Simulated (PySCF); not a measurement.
C₄H₆Br₂ (SMILES BrC1(Br)CCC1), singlet, geometry from GFN2-xTB; PySCF with DF-CAMB3LYP/6-311G**.

PySCF was given this input:
```python
from pyscf import gto, scf, dft

mol = gto.M(
    atom='''
Br    1.216351    0.817499   -0.997667
C    -0.397898    0.220299   -0.059884
Br    0.081603   -1.333901    1.032864
C    -1.632205   -0.028376   -0.925240
C    -2.457465    0.772768    0.095672
C    -1.154744    1.284712    0.732836
H    -1.558248    0.463541   -1.894234
H    -1.909212   -1.069870   -1.075865
H    -3.109386    1.535669   -0.320768
H    -3.028483    0.134232    0.765781
H    -1.076384    1.220528    1.816289
H    -0.892820    2.293567    0.416595
''',
    basis='6-311g**',
    charge=0,
    spin=0,
    verbose=4,
    max_memory=1800,
)

mf = dft.RKS(mol)
mf.xc = 'camb3lyp'
mf = mf.density_fit(auxbasis='def2-universal-jkfit')
mf.kernel()
```

### Question
Write the output that PySCF gives for this input, abridged.

### Answer

```
PySCF version 2.14.0

[INPUT] verbose = 4
[INPUT] num. atoms = 12
[INPUT] num. electrons = 100
[INPUT] charge = 0
[INPUT] spin (= nelec alpha-beta = 2S) = 0
[INPUT] symmetry False subgroup None
[INPUT] Mole.unit = angstrom
[INPUT] Symbol           X                Y                Z      unit          X                Y                Z       unit  Magmom
[INPUT]  1 Br     1.216351000000   0.817499000000  -0.997667000000 AA    2.298570261341   1.544849217106  -1.885317393516 Bohr   0.0
[INPUT]  2 C     -0.397898000000   0.220299000000  -0.059884000000 AA   -0.751918245512   0.416304775516  -0.113164359243 Bohr   0.0
[INPUT]  3 Br     0.081603000000  -1.333901000000   1.032864000000 AA    0.154207320943  -2.520707567283   1.951830083923 Bohr   0.0
[INPUT]  4 C     -1.632205000000  -0.028376000000  -0.925240000000 AA   -3.084420429146  -0.053622868511  -1.748450199493 Bohr   0.0
[INPUT]  5 C     -2.457465000000   0.772768000000   0.095672000000 AA   -4.643935810704   1.460319877828   0.180793877789 Bohr   0.0
[INPUT]  6 C     -1.154744000000   1.284712000000   0.732836000000 AA   -2.182149903985   2.427753828942   1.384859334222 Bohr   0.0
[INPUT]  7 H     -1.558248000000   0.463541000000  -1.894234000000 AA   -2.944661954151   0.875965537507  -3.579583475839 Bohr   0.0
[INPUT]  8 H     -1.909212000000  -1.069870000000  -1.075865000000 AA   -3.607887793733  -2.021761288888  -2.033090197005 Bohr   0.0
[INPUT]  9 H     -3.109386000000   1.535669000000  -0.320768000000 AA   -5.875887955557   2.901993827985  -0.606163669524 Bohr   0.0
[INPUT] 10 H     -3.028483000000   0.134232000000   0.765781000000 AA   -5.723003442901   0.253661717153   1.447116361396 Bohr   0.0
[INPUT] 11 H     -1.076384000000   1.220528000000   1.816289000000 AA   -2.034070964864   2.306463647363   3.432288773060 Bohr   0.0
[INPUT] 12 H     -0.892820000000   2.293567000000   0.416595000000 AA   -1.687185278534   4.334213478340   0.787250454863 Bohr   0.0

nuclear repulsion = 705.061049201205
number of shells = 92
number of NR pGTOs = 340
number of NR cGTOs = 196
basis = 6-311g**
ecp = {}

******** <class 'pyscf.df.df_jk.DFRKS'> ********
method = DFRKS
initial guess = minao
damping factor = 0
level_shift factor = 0
DIIS = <class 'pyscf.scf.diis.CDIIS'>
diis_start_cycle = 1
diis_space = 8
diis_damp = 0
SCF conv_tol = 1e-09
SCF conv_tol_grad = None
SCF max_cycles = 50
direct_scf = False
XC library pyscf.dft.libxc version 7.1.2
    S. Lehtola, C. Steigemann, M. J. T. Oliveira, and M. A. L. Marques,  SoftwareX 7, 1–5 (2018)
XC functionals = camb3lyp
    T. Yanai, D. P. Tew, and N. C. Handy,  Chem. Phys. Lett. 393, 51 (2004)
radial grids:
    Treutler-Ahlrichs [JCP 102, 346 (1995); DOI:10.1063/1.469408] (M4) radial grids

becke partition: Becke, JCP 88, 2547 (1988); DOI:10.1063/1.454033
pruning grids: <function nwchem_prune>
grids dens level: 3
symmetrized grids: False
atomic radii adjust function: <function treutler_atomic_radii_adjust>
small_rho_cutoff = 0
Set gradient conv threshold to 3.16228e-05
Initial guess from minao.
tot grids = 156168
******** <class 'pyscf.df.df.DF'> ********
auxbasis = def2-universal-jkfit
Create RSH-DF object <pyscf.df.df.DF object> for omega=0.33
******** <class 'pyscf.df.df.DF'> ********
auxbasis = auxmol.basis = def2-universal-jkfit
init E= -5298.14837525212
  HOMO = -0.319915065948289  LUMO = -0.0461982752050139  gap/eV = 7.44821
cycle= 1 E= -5304.34195974665  delta_E= -6.19  |g|= 2.67  |ddm|= 2.97
  HOMO = -0.341204916340673  LUMO = -0.0470515155917397  gap/eV = 8.00432
cycle= 2 E= -5304.33509568075  delta_E= 0.00686  |g|= 1.03  |ddm|= 1.01
  HOMO = -0.314285026712089  LUMO = 0.0580066453485074  gap/eV = 10.13057
cycle= 3 E= -5304.38264845825  delta_E= -0.0476  |g|= 0.546  |ddm|= 0.971
  HOMO = -0.334852628027487  LUMO = -0.00245799614326092  gap/eV = 9.04492
cycle= 4 E= -5304.43756140467  delta_E= -0.0549  |g|= 0.156  |ddm|= 0.556
  HOMO = -0.333922361510782  LUMO = 0.00940256699981068  gap/eV = 9.34235
cycle= 5 E= -5304.44215279698  delta_E= -0.00459  |g|= 0.0115  |ddm|= 0.127
  HOMO = -0.33176871192082  LUMO = 0.0116806995712089  gap/eV = 9.34573
cycle= 6 E= -5304.44217581603  delta_E= -2.3e-05  |g|= 0.00456  |ddm|= 0.02
  HOMO = -0.332480112109745  LUMO = 0.0114088905718432  gap/eV = 9.35770
cycle= 7 E= -5304.44218093304  delta_E= -5.12e-06  |g|= 0.000824  |ddm|= 0.00593
  HOMO = -0.33257134212363  LUMO = 0.0113622003444718  gap/eV = 9.35891
cycle= 8 E= -5304.44218115914  delta_E= -2.26e-07  |g|= 0.000315  |ddm|= 0.00164
  HOMO = -0.332550684629228  LUMO = 0.0113776957868279  gap/eV = 9.35877
cycle= 9 E= -5304.44218119791  delta_E= -3.88e-08  |g|= 5.79e-05  |ddm|= 0.000737
  HOMO = -0.33255121543214  LUMO = 0.0113786718338802  gap/eV = 9.35881
cycle= 10 E= -5304.44218119952  delta_E= -1.6e-09  |g|= 2.01e-05  |ddm|= 0.000145
  HOMO = -0.332552860048382  LUMO = 0.0113786023698583  gap/eV = 9.35885
cycle= 11 E= -5304.44218119967  delta_E= -1.53e-10  |g|= 5.19e-06  |ddm|= 5.11e-05
  HOMO = -0.332552752887834  LUMO = 0.01137862198756  gap/eV = 9.35885
Extra cycle  E= -5304.44218119968  delta_E= -1.46e-11  |g|= 5.08e-06  |ddm|= 9.3e-06
converged SCF energy = -5304.44218119968
```
